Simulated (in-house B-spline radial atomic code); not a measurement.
## Solving the quasi-particle equation for 2s of the neon ion Ne⁶⁺

Configuration [He] 2s2, start LDA VWN5; correlation leaves out the deepest shell. Computed with an all-electron radial atomic-structure program (B-spline basis): all electrons, non-relativistic, point nucleus, each spin shell either full or empty, empty states to l = 9 with an (l + 1/2)⁻⁴ tail; G0W0 by contour deformation at full frequency.

At the mean-field level ε = -191.462 eV the matrix elements are Σx = -39.045 eV, v_xc = -26.607 eV and Σc(ε) = -4.284 eV, and the slope of the correlation self-energy is dΣc/dω = -0.0936. The quasi-particle energy solves E = ε + Σx − v_xc + Σc(E).

Question: What does the linearised equation give?

Answer: Z = 1/(1 − dΣc/dω) = 1/1.0936 = 0.9144. The first-order shift is Σx − v_xc + Σc(ε) = -39.045 − (-26.607) + (-4.284) = -16.722 eV, so E ≈ ε + Z × shift = -191.462 + 0.9144 × (-16.722) = -206.753 eV.

Question: How does that compare with the full solution and with static screening?

Answer: Solving the equation at full frequency dependence gives E = -207.068 eV, where Σc = -3.168 eV and the weight is 0.948; the linearised value is off by 315 meV. Leaving Z out would give -208.184 eV. Static COHSEX puts -8.490 eV in place of Σc and gives -212.390 eV, 5.32 eV deeper. The tabulated removal energy is 207.271 ± 0.012 eV (NIST, measured); the run leaves out relativity, Breit and QED terms.
